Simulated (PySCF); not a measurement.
CH5FOSi, SMILES F[SiH2]OC. Heavy atoms are numbered as in [SiH2:1]([F:2])[O:3][CH3:4]. Hydrogens are named by the atom that carries them.

Coordinates come from a B3LYP-D3(BJ)/def2-SVP optimisation. Other conformers were not sampled.

The numbers are results of B3LYP/def2-TZVP (PySCF), not measurements.

Atomic charges (e), one atom of each kind:

```csv
atom,Mulliken,Löwdin
Si1 (SiH2),0.65,0.11
F2,-0.34,…
O3,-0.36,…
C4 (CH3),-0.16,-0.35
H on Si1,-0.08,-0.06
H on C4,0.12,…
```

Task: Some entries are withheld; supply them. (Estimate from the structure and the level; the computed values follow.)

Result: 
- F2, Löwdin: -0.03
- O3, Löwdin: 0.05
- H on C4, Löwdin: 0.11

Computed Mayer and Wiberg (Löwdin basis) orders of the bonds:
| bond | Mayer | Wiberg |
|---|---|---|
| Si1–F2 | 1.06 | 1.70 |
| Si1–O3 | 1.19 | 1.61 |
| O3–C4 | 0.93 | 1.51 |
